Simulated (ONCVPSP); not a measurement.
Before and after: ONCV potential for Ta (Z = 73)

tantalum (Ta), optimised norm-conserving Vanderbilt (ONCV), made with ONCVPSP 4.0.1 (PBE, scalar-relativistic). Core [Kr] 4d10 4f14, reference 5s2 5p6 5d2 (charge +3). Waves: 5s: rc 1.25 bohr, ncon 4, nbas 7, qcut 6.4 1/bohr, 2 projectors, debl 3.9 Ha; 5p: rc 1.30 bohr, ncon 3, nbas 6, qcut 6.7 1/bohr, 2 projectors, debl 0.3 Ha; 5d: rc 2.90 bohr, ncon 4, nbas 9, qcut 4.9 1/bohr, 2 projectors, debl 3 Ha. Local part: polynomial inside 1.20 bohr (lpopt 5, dvloc0 1 Ha). Core correction: Teter function, fcfact 5.5, rcfact 1.45.

In the p channel the program set the typed energies aside and used -2.468, 0.250 Ha. In the d channel the program set the typed energies aside and used -1.070, 0.050 Ha.

All-electron outer shells of the reference configuration (PBE, scalar-relativistic, ld1.x):

```json
{"shell": "5p", "level (eV)": "-67.14", "outermost node (bohr)": "0.58", "outermost maximum (bohr)": "1.12"}
{"shell": "4f", "level (eV)": "-52.86", "outermost node (bohr)": "–", "outermost maximum (bohr)": "0.44"}
{"shell": "5d", "level (eV)": "-29.13", "outermost node (bohr)": "0.65", "outermost maximum (bohr)": "1.51"}
```

Change: local potential polynomial inside 0.80 bohr (lpopt 4, dvloc0 0 Ha).

Cutoffs: the cutoffs (Ha) at which the residual kinetic energy of the hardest occupied pseudo-wave falls to 1 and 0.1 mHa per electron; they do not see the model core or the augmentation charge, which bear on the density cutoff. Errors are all-electron minus pseudo energies relative to the spin-unpolarised reference configuration.

Q: How do hardness, ghosts and transferability respond?

A: The potential gets neither clearly harder nor softer (63 Ha and 79 Ha → 63 Ha and 79 Ha); a bound ghost appears in s, which as a rule spoils a file; the errors of the 4 common tests hardly move. In the separable form a ghost depends on how the local part lies against the semilocal potential of the channel, so the choice of the local part can create or remove one.

```csv
quantity,base,changed
"cutoff, loose",63 Ha,63 Ha
"cutoff, tight",79 Ha,79 Ha
bound ghosts,none,s
GHOST(+) flags under 300 eV,s at 181.0 eV,"d at 153.5 eV, p at 189.2 eV"
"error for 5s2 5p6 5d3 6s2, meV [ΔE -47.04 eV]",+29,+27
"error for 5s2 5p6 5d3 6s1, meV [ΔE -38.58 eV]",+34,+33
"error for 5s2 5p6 5d3, meV [ΔE -23.60 eV]",+39,+39
"error for 5s2 5p6 5d1, meV [ΔE 35.04 eV]",+53,+53
s: phases at 1.27 bohr within 0.05 rad from the reference energy up to (Ha; the scan ends near 5),to the end of the scan,n/a
p: phases at 1.32 bohr within 0.05 rad from the reference energy up to (Ha; the scan ends near 5),to the end of the scan,to the end of the scan
d: phases at 2.94 bohr within 0.05 rad from the reference energy up to (Ha; the scan ends near 5),2.6,2.6
"rms error of d²Exc/dni dnj with the model core, mHa",1.85,1.86
```

 A true bound ghost makes a file unfit for plane-wave use even where its test errors are small: the radial tests pick states by their node count and pass the ghost by.
